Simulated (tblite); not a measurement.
A tight-binding relaxation on `CC1=CC(S(=O)(=O)Cl)=CC=C1`.

Computed with GFN2-xTB geometry optimisation, gas phase (tblite 0.8.0). Start geometry: from a force field or distance geometry. The input is one job of a driver script: a line of settings, then coordinates in Å.

Command:
```bash
OMP_NUM_THREADS=1 python probes_run.py task.json out
```

Input:
```
{"job": {"kind": "relax", "xc": "GFN2-xTB", "basis": "xTB"}, "charge": 0, "multiplicity": 1}
C      2.530200    -0.416000     0.883000
C      1.259000     0.117600     0.256900
C      1.262100     1.283700    -0.478800
C      0.058000     1.726300    -1.033400
C     -1.124900     0.998000    -0.826300
C     -1.101800    -0.177400    -0.082600
S     -2.586400    -1.079900     0.157200
O     -2.631500    -1.817900     1.449800
O     -3.719500    -0.098800    -0.006000
Cl    -2.854000    -2.492100    -1.349800
C      0.099400    -0.620700     0.469000
H      2.432700    -1.502000     1.094600
H      3.294700    -0.327000     0.090600
H      2.805600     0.090500     1.809800
H      2.178200     1.866000    -0.633600
H      0.049800     2.638200    -1.597600
H     -2.056600     1.365200    -1.270600
H      0.096100    -1.547400     1.056200
```

Output:
```
step      E/eV     max force
  0    -937.84088    4.852
  1    -938.20563    1.133
  2    -938.24828    0.581
  3    -938.28845    0.623
  4    -938.32035    0.679
  5    -938.33482    0.321
  6    -938.34689    0.244
  7    -938.35739    0.313
  8    -938.36628    0.248
  9    -938.37249    0.202
... (29 lines left out)
 39    -938.40182    0.025
 40    -938.40190    0.022
 41    -938.40198    0.017
 42    -938.40204    0.017
 43    -938.40209    0.018
 44    -938.40214    0.021
 45    -938.40219    0.019
 46    -938.40223    0.012
 47    -938.40225    0.011
 48    -938.40227    0.009
```

«max force» is the largest atomic force in eV/Å.

Q: From which step on does the largest force stay under 0.1 eV/Å, and how much energy is left to gain from there?

A: From step 14 (0.099 eV/Å), 12.6 meV above the end.

Main results: energy lowered by 12.9 kcal/mol over 48 steps; largest atomic force 0.009 eV/Å at the end.

Q: Where do the atoms end?

A: 0.115 Å rms from the input after alignment:
```
atom  x, y, z in Å
C1     2.5239   -0.4506    0.8503
C2     1.2449    0.0495    0.2591
C3     1.2177    1.2134   -0.5067
C4     0.0374    1.7066   -1.0379
C5    -1.1556    1.0358   -0.8155
C6    -1.1140   -0.1119   -0.0574
S7    -2.6137   -1.0118    0.2131
O8    -2.5282   -1.8133    1.3908
O9    -3.7581   -0.1845    0.0103
Cl10  -2.5472   -2.3081   -1.3695
C11    0.0467   -0.6213    0.4779
H12    2.4411   -1.4990    1.1223
H13    3.3484   -0.3271    0.1521
H14    2.7598    0.1177    1.7501
H15    2.1430    1.7405   -0.6877
H16    0.0463    2.6118   -1.6250
H17   -2.0990    1.3831   -1.2029
H18   -0.0021   -1.5245    1.0650
```

The run took 0.41 s of wall time on Arm Neoverse V2, one thread, shared host with 32 logical CPUs at a one-minute load of 11.
Labels such as C1 count atoms from 1, the log's own numbers from 0.
